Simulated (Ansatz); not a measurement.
Ideal-gas functions of FH$_{3}$OSeSi, SMILES `O[SiH](F)[SeH]` at 800 K and 1 bar, from an Ansatz frequency run at PBE0-D4/def2-TZVP.

Molar mass 145.07 g/mol, point group C1 (symmetry number 1), electronic degeneracy 1, moments of inertia 77.597, 256.181, 310.433 u Å². Harmonic wavenumbers (cm⁻¹, unscaled): 169, 186, 212, 320, 346, 431, 647, 773, 824, 852, 900, 974, 2300, 2441, 3907.

Use S(trans) = R[1.5 ln M + 2.5 ln T − 1.1517]; rotational temperatures θ = 24.2544 K / I; S(rot) = R[ln(√π/σ · √(T³/θAθBθC)) + 1.5]; for each mode x = 1.438777 ν̃/T, S = R[x/(eˣ − 1) − ln(1 − e⁻ˣ)] and H = RT x/(eˣ − 1); 1 cm⁻¹ = 0.0119627 kJ/mol; R = 8.31446 J/(mol·K).

Problem. By hand: the entropy, in J/(mol·K).

Solution. Translation 191.4. Rotation: θ = 0.3126, 0.0947, 0.0781 K, giving 125.8. Vibration, mode by mode: 18.25, 17.46, 16.38, 13.02, 12.39, 10.64, 7.51, 6.21, 5.77, 5.53, 5.16, 4.64, 0.69, 0.56, 0.06, in all 124.3. Electronic 0.0. Sum 441.5 J/(mol·K).

Problem. By hand: H − E and G − E in kJ/mol, counted from the electronic energy.

Solution. Zero-point energy ½ × 15282 × 0.0119627 = 91.4; thermal vibration 49.1; translation, rotation and pV give 4 RT = 26.6. H − E = 167.1 kJ/mol, and G − E = 167.1 − 800 × 441.5/1000 = -186.1 kJ/mol.

Vibration gives 28 % of the entropy. The sum counts one conformer and one mirror image; others add a mixing term.
